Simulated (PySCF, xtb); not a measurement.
Sn(H)2(Et)(vinyl) (C4H10Sn), SMILES C=[CH][SnH2][CH2]C. The values are those of a single conformer.

Harmonic wavenumbers (cm⁻¹) from xtb 6.7.1 with GFN2-xTB at its own minimum, in rising order: 34, 46, 86, 210, 230, 233, 328, 431, 474, 484, 539, 586, 709, 716, 904, 966, 990, 1006, 1020, 1077, 1230, 1234, 1238, 1402, 1418, 1458, 1501, 1504, 1592, 1662, 1737, 2977, 2988, 3004, 3032, 3037, 3040, 3061, 3102.

Task: What does B3LYP-D3(BJ)/def2-SVP (PySCF) give at its own minimum? (Estimate from the structure and the level; the computed values follow.)

Result: 34, 53, 96, 219, 227, 235, 363, 440, 482, 507, 566, 622, 699, 712, 956, 970, 977, 997, 1035, 1042, 1211, 1245, 1257, 1399, 1414, 1443, 1474, 1478, 1657, 1867, 1876, 3014, 3047, 3085, 3090, 3099, 3110, 3131, 3188. Paired by order, the mean absolute difference is 35 cm⁻¹ and the zero-point energies are 73.3 and 74.8 kcal/mol.
